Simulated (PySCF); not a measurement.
Run record: excited-state job, `CS[SiH2]/C(Cl)=C/[SiH3]`.

Method: TDDFT wB97X-D/def2-SVPD, vertical, gas phase, core orbitals frozen in the response (PySCF 2.14.0, density-fitted response routines). Geometry: GFN2-xTB. A driver script takes a list of jobs; this job's settings line and coordinates (Å) are shown.

Command:
```bash
OMP_NUM_THREADS=1 python probes_run.py task.json out
```

Input:
```
{"job": {"kind": "uv", "xc": "wB97X-D", "basis": "def2-SVPD", "nstates": 8, "ntriplets": 3}, "charge": 0, "multiplicity": 1}
C     -2.485779     0.896206     0.297077
S     -2.294864    -0.417096    -0.953523
Si    -1.027929    -1.776125     0.118918
C      0.590175    -0.871743     0.512086
Cl     1.457413    -1.527630     1.872695
C      1.116482     0.162972    -0.134639
Si     2.749928     0.985226     0.327955
H     -3.026446     1.706924    -0.178975
H     -1.508051     1.238141     0.622527
H     -3.057173     0.513399     1.136837
H     -1.680014    -2.145957     1.370886
H     -0.826129    -2.881767    -0.801407
H      0.550081     0.539782    -0.976460
H      3.821689    -0.007951     0.274778
H      2.627811     1.539704     1.677506
H      2.985208     2.054858    -0.642705
```

Output:
```
coarse grid: 15336 points
cycle   1  E = -1556.3079665907  dE =  5.323e-01  |g| = 3.694e-01  |ddm| = 5.104e+00
cycle   2  E = -1556.3242336386  dE = -1.627e-02  |g| = 3.444e-01  |ddm| = 1.519e+00
cycle   3  E = -1556.3537347569  dE = -2.950e-02  |g| = 6.274e-02  |ddm| = 7.834e-01
cycle   4  E = -1556.3548612737  dE = -1.127e-03  |g| = 2.398e-02  |ddm| = 1.661e-01
cycle   5  E = -1556.3550324372  dE = -1.712e-04  |g| = 4.944e-03  |ddm| = 6.859e-02
cycle   6  E = -1556.3550416059  dE = -9.169e-06  |g| = 1.563e-03  |ddm| = 1.695e-02
final grid: 129320 points
cycle   7  E = -1556.5379412513  dE = -9.359e-05  |g| = 4.258e-03  |ddm| = 1.393e-01
cycle   8  E = -1556.5379449303  dE = -3.679e-06  |g| = 2.188e-03  |ddm| = 1.998e-02
cycle   9  E = -1556.5379461382  dE = -1.208e-06  |g| = 4.983e-04  |ddm| = 5.084e-03
cycle  10  E = -1556.5379462190  dE = -8.085e-08  |g| = 2.151e-04  |ddm| = 1.623e-03
cycle  11  E = -1556.5379462342  dE = -1.513e-08  |g| = 5.462e-05  |ddm| = 6.159e-04
cycle  12  E = -1556.5379462354  dE = -1.211e-09  |g| = 2.263e-05  |ddm| = 1.676e-04
cycle  13  E = -1556.5379462355  dE = -1.655e-10  |g| = 7.081e-06  |ddm| = 5.803e-05
converged SCF energy = -1556.5379462355

Static polarisability (au): isotropic 123.672, principal 102.281 128.453 140.282

Singlet excitations
state   eV       nm        f      main configurations
  1   5.3225    232.9   0.00673   H->L 0.90
  2   5.9171    209.5   0.20468   H-1->L 0.90
  3   5.9707    207.7   0.00295   H->L+2 0.20, H-2->L 0.20, H->L+3 0.19
  4   6.0788    204.0   0.00731   H-2->L 0.43, H-3->L 0.18, H->L+3 0.16
  5   6.3976    193.8   0.01951   H->L+1 0.47, H->L+3 0.35
  6   6.6943    185.2   0.00562   H-1->L+1 0.46, H-4->L 0.19, H-1->L+4 0.10
  7   6.7413    183.9   0.00184   H-4->L 0.47, H-1->L+1 0.20, H-3->L 0.10
  8   7.0505    175.9   0.01180   H->L+4 0.28, H->L+6 0.21, H->L+5 0.10

Triplet excitations (Tamm-Dancoff, eV): 3.8689 5.1178 5.5695
```

The SCF starts on a coarse grid where the log names one; the energy can jump when the final grid takes over, and dE then counts from the start density on the new grid. H and L stand for HOMO and LUMO; the number after each pair is its weight.

Q: How does the lowest singlet excitation compare with the HOMO–LUMO gap?

A: HOMO -8.92 eV and LUMO 0.38 eV give a gap of 9.30 eV; S1 at 5.32 eV lies 3.98 eV below it.

Q: Give S1 in cm⁻¹ and kJ/mol.

A: 5.3225 eV × 8065.54 = 42929 cm⁻¹; × 96.485 = 513.5 kJ/mol.

Main results: HOMO -8.92 eV, LUMO 0.38 eV; lowest singlet 5.32 eV; lowest triplet 3.87 eV (Tamm–Dancoff); mean polarisability 123.7 au.

Time: 62 s wall; peak memory 1.1 GiB. Hardware: one thread of an Arm Neoverse V2, shared host with 96 logical CPUs at a one-minute load of 60.

One conformer stands for the species.
Labels such as C1 count atoms from 1, the log's own numbers from 0.

wB97X-D is run here without its empirical dispersion term; that term would change no orbital, density or response property at a fixed geometry.
